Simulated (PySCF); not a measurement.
# Shapes and spin states of MoBr₂

Level of theory: PBE0 in PySCF with Mo def2-SVP with ECP28, Br def2-SVP; scalar-relativistic core potentials, no spin–orbit coupling; density-fitted integrals.

Relaxations began from a few typed shapes and spin states; open shells are unrestricted. The search is not exhaustive: other isomers or separated fragments can lie lower, and high-lying points may rest on an excited occupation.

Question: Order these stationary points by electronic energy, lowest first, in kJ/mol from the lowest minimum.
A. quintet D∞h: Mo–Br 2.436 Å (×2); Br–Mo–Br 180.0°
B. quintet C2v: Mo–Br 2.420 Å (×2); Br–Mo–Br 131.9°
C. broken-symmetry Ms = 1 (⟨S²⟩ 2.97) C2v: Mo–Br 2.402 Å (×2); Br–Mo–Br 133.8°
D. broken-symmetry Ms = 1 (⟨S²⟩ 2.97) D∞h: Mo–Br 2.416 Å (×2); Br–Mo–Br 180.0°
E. singlet (closed shell, unstable to spin polarisation) C2v: Mo–Br 2.355 Å (×2); Br–Mo–Br 139.3°
F. singlet (closed shell, unstable to spin polarisation) D∞h: Mo–Br 2.362 Å (×2); Br–Mo–Br 180.0°
G. singlet (closed shell, unstable to spin polarisation) C2v: Mo–Br 2.356 Å (×2); Br–Mo–Br 143.1°

Answer: B (0.0), A (9.0), C (93.7), D (101.8), E (226.8), G (227.9), F (232.6).

Question: Which of them are minima?

Answer: By energy in kJ/mol, 0.0: minimum; 9.0: saddle point, 1 imaginary mode; 93.7: minimum; 101.8: saddle point, 1 imaginary mode; 226.8: minimum of the closed-shell surface only; 227.9: minimum of the closed-shell surface only; 232.6: saddle point, 2 imaginary modes.

Formally Mo is in oxidation state +2, d4, with 4 unpaired electrons (the high-spin count). The Mulliken spin on Mo is 4.07. The polar-tensor charge on Mo, 1.07, is far below the formal one.

For the lowest minimum: with open d or f shells other occupations or spin states may lie lower.

The electron or spin density has lower symmetry than the nuclear frame for the quintet D∞h at 9.0 kJ/mol, broken-symmetry Ms = 1 (⟨S²⟩ 2.97) C2v at 93.7 kJ/mol, broken-symmetry Ms = 1 (⟨S²⟩ 2.97) D∞h at 101.8 kJ/mol, singlet (closed shell, unstable to spin polarisation) C2v at 227.9 kJ/mol.
